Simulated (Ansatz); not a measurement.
Cost and result for the atomization energy of `C[O][GeH]([F])[O]C` (13 atoms, 12 bonds).

Z-matrix (Å, degrees):
```
C
O 1 1.414
H 1 1.091 2 107.6
H 1 1.094 2 111.8 3 119.2
H 1 1.097 2 111.9 3 -118.6
Ge 2 1.754 1 120.6 3 -177.3
O 6 1.742 2 107.5 1 166.3
F 6 1.738 2 105.6 1 49.4
H 6 1.524 2 116.0 1 -70.3
C 7 1.418 6 120.4 2 -50.1
H 10 1.094 7 111.4 6 -66.6
H 10 1.094 7 111.6 6 55.5
H 10 1.091 7 107.3 6 174.6
```

The species carries charge 0 and has multiplicity 1. Correlated methods include outer-core shells of Ge, which these sets cover unevenly. Scalar relativity is left out up to krypton. Geometry: relaxed with PBE0-D4/def2-TZVP. It is one conformer, not always the lowest. Program: Ansatz. All runs use 2 threads of an AMD EPYC 7R13 on a shared host and a share of an NVIDIA H100 80 GB. Times are those of one run each, without the atoms' runs, and a repeat can differ threefold. Electronic energies, without spin–orbit coupling; frozen cores. CCSD(T)/CBS adds CCSD(T) − MP2 in def2-TZVPP to the MP2 limit, and its time is that of the two runs behind it. T1 = 0.012. With those shells the extrapolation isn't a true limit. B3LYP takes the VWN-RPA correlation (the form of Gaussian; ORCA's B3LYP/G).

CCSD(T)/CBS is a level of theory with its own doubt, some kJ/mol a heavy atom from the limit and from the frozen cores, so smaller differences don't rank the functionals.

```csv
level,functions,wall time,atomization (kJ/mol),difference from CCSD(T)/CBS,per bond
PBE-D4/def2-TZVPP (with forces),301,2.2 s,4914.7,64.0,5.3
PBE0-D4/def2-TZVPP,301,2.2 s,4804.8,-45.9,-3.8
B3LYP-D4/def2-TZVPP (with forces),301,2.6 s,4810.5,-40.2,-3.3
r2SCAN-D4/def2-TZVPP (with forces),301,2.7 s,4842.0,-8.7,-0.7
B2PLYP/def2-TZVPP,301,3 s,4782.3,-68.4,-5.7
ωB97X-V/def2-TZVPP,301,3.3 s,4849.5,-1.2,-0.1
ωB97M-V/def2-TZVPP (with forces),301,3.8 s,4829.9,-20.8,-1.7
MP2/def2-QZVPP,584,4.7 s,4902.5,51.8,4.3
CCSD(T)/def2-TZVPP,301,7.5 s,4734.8,-115.9,-9.7
CCSD(T)/CBS(def2),–,12 s,4850.7,0.0,0.0
```

The D4 term adds +39.1 kJ/mol with B3LYP and +20.7 kJ/mol with PBE0; it sums over pairs of atoms, weighted by their polarisabilities, and B3LYP, whose exchange is more repulsive, gets the larger term. From PBE to PBE0 (25 % exact exchange), in def2-TZVPP and without D4, the atomization energy moves by −106.2 kJ/mol: exact exchange takes away binding that semilocal exchange gives to molecules. In def2-TZVPP, CCSD(T) changes the Hartree–Fock value by +1288.3 kJ/mol (the triples alone add +74.8 kJ/mol) and MP2 by +1386.8 kJ/mol; breaking electron pairs costs correlation energy, which Hartree–Fock lacks.
